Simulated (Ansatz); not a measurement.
Relaxation of CHB$_{2}$F (5 atoms, charge 0, multiplicity 1), to a largest force component of 0.02 eV/Å in at most 40 steps.

The calculation used Ansatz 0.2.0, RKS PBE/def2-SVP.

```xyz
5
Properties=species:S:1:pos:R:3:forces:R:3
B -0.298 1.298 -0.409 0.22 -0.97 0.30
C -0.009 0.011 -0.072 0.01 -0.03 -0.08
B 0.287 -1.261 0.341 0.00 -0.04 0.14
F 0.560 -2.439 0.784 0.06 -0.25 0.00
H -0.540 2.392 -0.644 -0.29 1.29 -0.36
```

Q: Where does it end, and by what steps?

A: It converged. After 5 steps the energy has fallen by 0.040 eV; H5 moved furthest, 0.08 Å.

```csv
step,energy less start (eV),largest force component (eV/Å),accepted
0,0.0000,1.288,yes
1,-0.0340,0.320,yes
2,-0.0384,0.063,yes
3,-0.0402,0.029,yes
4,-0.0401,0.165,no
5,-0.0403,0.002,yes
```

```xyz
5
Properties=species:S:1:pos:R:3
B -0.297 1.302 -0.386
C -0.005 0.021 -0.010
B 0.289 -1.267 0.374
F 0.565 -2.477 0.735
H -0.551 2.421 -0.712
```

Whether the end is a true minimum wasn't checked by a vibrational analysis.

The run took 7.7 s on 1 CPU thread of a shared host.
